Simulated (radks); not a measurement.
Task: These are the eigenvalues of the occupied orbitals of an atom or ion with whole-number occupations (hartree). Calculated with a radial shooting solver on a logarithmic mesh with Libxc functionals: scalar-relativistic Kohn-Sham, PBE, spin-polarised, spherical densities, finite nucleus; Fermi nuclear charge, rms radius of each element as measured or else 0.836 A^(1/3) + 0.57 fm.

| orbital | eigenvalue |
|---|---|
| 1s down | -2553.563 |
| 1s up | -2553.563 |
| 2s up | -441.2491 |
| 2s down | -441.2425 |
| 2p up | -386.0573 |
| 2p down | -386.0521 |
| 3s up | -102.0705 |
| 3s down | -102.0689 |
| 3p up | -85.71844 |
| 3p down | -85.71659 |
| 3d up | -66.88570 |
| 3d down | -66.88157 |
| 4s up | -21.51944 |
| 4s down | -21.51400 |
| 4p up | -16.15367 |
| 4p down | -16.14871 |
| 4d up | -9.34587 |
| 4d down | -9.33991 |
| 5s up | -3.51477 |
| 5s down | -3.45187 |
| 5p up | -2.20892 |
| 5p down | -2.12374 |
| 4f up | -1.80757 |
| 4f down | -1.79351 |
| 5d up | -0.77023 |

Which element is it, and in what charge state? The configuration may be excited. Open shells, if any, are filled with parallel spins first.

Result: Z = 74, tungsten, charge +2: W2+ in [Xe] 4f14 5d4. The list shows which subshells hold electrons but not how many an open one holds; the 1s level, -2553.6 hartree, gives Z - s = 71.5 by -(Z - s)^2/2, which with screening and relativity narrows Z to a few neighbours, and the depths of the outer levels then fix element, charge and occupations together.
